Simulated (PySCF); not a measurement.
Relaxation of doublet AsH2

Computed with UPBE0/[As def2-TZVP, H def2-TZVP], no relativity, density fitting, PySCF. A (50,194) grid was used.

A hand-made linear start, of D∞h symmetry, held to at least that symmetry:

```xyz
3
charge 0 multiplicity 2, angstrom
As    0.0000    0.0000    0.0000
H     0.0000    0.0000    1.5300
H     0.0000    0.0000   -1.5300
```

(1) What does it relax to?

(2) How much energy is released, and in how many steps?

Answers

(1) It ends at D∞h with As–H 1.456 Å (×2); H–As–H 180.0°. A frequency run shows 2 imaginary modes, down to 1823i cm⁻¹, so it is a higher-order saddle point.

(2) 7.6 kJ/mol in 4 steps.

The relaxation took roughly 11 core-seconds on a shared host.
